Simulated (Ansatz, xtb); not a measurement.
**Ranking isomers of C6H2I2OS**

16 gas-phase structures of C6H2I2OS, from a drawn sample of its isomers (lower ones may exist). Each was relaxed with GFN2-xTB; where two conformers were screened, the lower at r2SCAN-D4/def2-SVP is listed:

A. `O=C1C(I)=CC(=S)C=C1I`, a singlet
B. `Ic1csc2c(I)coc12`, a singlet
C. `Ic1cc2sc(I)cc2o1`, a singlet
D. `Ic1oc(I)c2sccc12`, a singlet
E. `Ic1cc2scc(I)c2o1`, a singlet
F. `Ic1cc2c(I)occ2s1`, a singlet
G. `Ic1oc2ccsc2c1I`, a singlet
H. `IC1=C2OSC2=C(I)C=C1`, a singlet
I. `Ic1cc2c(I)csc2o1`, a singlet
J. `Ic1cc(I)c2oscc1-2`, a singlet
K. `Ic1sc(I)c2occc12`, a singlet
L. `O=C=Cc1scc(I)c1I`, a singlet
M. `Ic1oc2sccc2c1I`, a singlet
N. `IC1=CC(I)=C2SOC2=C1`, a singlet
O. `Ic1coc2c(I)scc12`, a singlet
P. `Ic1cc2occ(I)c2s1`, a singlet

Question: Which do you expect lowest at r2SCAN-D4/def2-SVP, and how would the others follow?

Answer: Calculated order at r2SCAN-D4/def2-SVP: B (0.0), P (0.7), E (1.1), G (1.6), C (1.6), A (2.1), K (3.6), O (3.9), I (4.2), L (4.3), M (5.2), F (5.6), D (6.8), H (20.9), N (21.3), J (29.3) kcal/mol. Less than 1 kcal/mol parts B and P; P and E; E and G; G and C; C and A; K and O; O and I; I and L; L and M; M and F; H and N, so the order within those pairs means little.

Energies above the lowest of each column, in kcal/mol; the last columns are at PBE0-D3(BJ)/def2-SVP geometries and were run for some of them only (a dash: not run or not comparable):

| structure | GFN2-xTB | HF/STO-3G | r2SCAN-D4/def2-SVP | PBE0-D3(BJ)/def2-SVP | PBE0-D4/def2-TZVP |
| --- | --- | --- | --- | --- | --- |
| B | 0.4 | 0.4 | 0.0 | 0.0 | 0.0 |
| P | 2.0 | 1.0 | 0.7 | 0.7 | 0.8 |
| E | 0.0 | 0.0 | 1.1 | 1.3 | 0.8 |
| G | 0.5 | 0.4 | 1.6 | 1.4 | 1.0 |
| C | 1.5 | 0.5 | 1.6 | 1.8 | – |
| A | 26.4 | 52.1 | 2.1 | 6.2 | 8.9 |
| K | 8.4 | 8.7 | 3.6 | – | – |
| O | 6.5 | 8.7 | 3.9 | – | – |
| I | 1.6 | 0.6 | 4.2 | – | – |
| L | 19.3 | 39.5 | 4.3 | – | – |
| M | 2.4 | 1.3 | 5.2 | – | – |
| F | 5.1 | 4.5 | 5.6 | – | – |
| D | 4.9 | 3.4 | 6.8 | – | – |
| H | 18.5 | 22.4 | 20.9 | – | – |
| N | 18.3 | 23.4 | 21.3 | – | – |
| J | 19.2 | 36.8 | 29.3 | – | – |

PBE0-D4/def2-TZVP has B and E and G and P within 1 kcal/mol of each other at the bottom, and every level picks one of them. PBE0-D4/def2-TZVP orders those it was run on as B (0.0), E (0.8), P (0.8), G (1.0), A (8.9) kcal/mol. Less than 1 kcal/mol parts B and E; E and P; P and G, so the order within those pairs means little. Flexible structures stand in one conformer each, not always the lowest. Frequencies (GFN2-xTB) were run for A, B, E, G, P alone. Atoms past krypton carry core potentials in the def2 sets, without spin–orbit terms.

Over these structures GFN2-xTB departs from r2SCAN-D4/def2-SVP by 5.1 kcal/mol on average once a common shift is removed. A GFN2-xTB relaxation took about 0.087 s and the r2SCAN-D4/def2-SVP energy about 2.2 s on a shared host (Ansatz 0.2.0, xtb 6.7.1).
